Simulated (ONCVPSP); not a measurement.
**erbium (Er) ONCV: all-electron and pseudo phase curves**

erbium, optimised norm-conserving Vanderbilt (ONCV), made with ONCVPSP 4.0.1 (PBE, scalar-relativistic). Core [Kr] 4d10, reference 4f11.5 5s2 5p6 5d0.5 6s2. Waves: 5s+6s: rc 3.12 bohr, ncon 4, nbas 7, qcut 4.1 1/bohr, 2 projectors; 5p: rc 1.92 bohr, ncon 5, nbas 9, qcut 4.7 1/bohr, 3 projectors, debl 0.9 Ha; 5d: rc 4.72 bohr, ncon 5, nbas 10, qcut 4.4 1/bohr, 2 projectors, debl 2.3 Ha; 4f: rc 1.46 bohr, ncon 4, nbas 9, qcut 13.8 1/bohr, local. Local part: the f channel. Core correction: Teter function, parameters optimised by the program.

In the p channel the program set the typed energies aside and used -1.034, 0.250, 1.150 Ha.

The phase is arctan(r·R′/R) of the radial function R(r), unwrapped; energies in Ha, scanned from -3 to 5 Ha. A pole is an energy at which the radial function vanishes at the test radius. The pseudo phase is shifted by a multiple of π to meet the all-electron one at the reference energy, and phase errors are pseudo minus all-electron; the curves can meet again beyond the range given. Levels narrower than the energy grid can be missing from the lists of poles.

For each channel, where are the poles, and over which energies does the pseudopotential scatter like the atom?

| channel | radius (bohr) | reference energy (Ha) | poles, all-electron | poles, pseudo | unbroken range about the reference energy with phases within 0.05 rad | phase error 1 Ha above the reference energy (rad) |
| --- | --- | --- | --- | --- | --- | --- |
| s | 3.17 | -0.15 | -1.98, 0.72, 3.92 | -1.98, 0.71, 3.31 | below 1.5 | -0.005 |
| p | 1.95 | -1.03 | -0.33 | -0.33 | below 4.8 | -0.000 |
| d | 4.79 | -0.06 | -0.00, 0.77, 2.13, 4.04 | -0.00, 0.87, 2.14, 4.37 | below 0.1 | +0.058 |
| f | 1.48 | -0.23 | 0.08 | 0.12 | -0.4 to 0.3 | +0.109 |

Note: ghosts flagged at negative energy: s at -221.1 eV; GHOST(+) flagged for p at 130.0 eV. A true bound ghost makes a file unfit for plane-wave use.

Phases in the p channel:

| E (Ha) | all-electron | pseudo |
| --- | --- | --- |
| -2.98 | 1.196 | 1.196 |
| -2.76 | 1.154 | 1.154 |
| -2.54 | 1.096 | 1.096 |
| -2.32 | 1.011 | 1.011 |
| -2.10 | 0.874 | 0.874 |
| -1.88 | 0.625 | 0.625 |
| -1.66 | 0.142 | 0.142 |
| -1.44 | -0.542 | -0.542 |
| -1.22 | -1.022 | -1.022 |
| -1.00 | -1.270 | -1.270 |
| -0.78 | -1.411 | -1.411 |
| -0.56 | -1.501 | -1.501 |
| -0.34 | -1.567 | -1.567 |
| -0.12 | -1.619 | -1.619 |
| 0.10 | -1.665 | -1.665 |
| 0.32 | -1.708 | -1.708 |
| 0.54 | -1.751 | -1.751 |
| 0.76 | -1.797 | -1.797 |
| 0.98 | -1.850 | -1.850 |
| 1.20 | -1.916 | -1.916 |
| 1.42 | -2.001 | -2.001 |
| 1.64 | -2.121 | -2.121 |
| 1.86 | -2.303 | -2.303 |
| 2.08 | -2.593 | -2.593 |
| 2.30 | -3.029 | -3.028 |
| 2.52 | -3.513 | -3.513 |
| 2.74 | -3.878 | -3.879 |
| 2.96 | -4.108 | -4.108 |
| 3.18 | -4.253 | -4.253 |
| 3.40 | -4.350 | -4.350 |
| 3.62 | -4.419 | -4.419 |
| 3.84 | -4.470 | -4.470 |
| 4.06 | -4.510 | -4.510 |
| 4.28 | -4.542 | -4.543 |
| 4.50 | -4.569 | -4.570 |
| 4.72 | -4.591 | -4.598 |
| 4.94 | -4.611 | -4.608 |
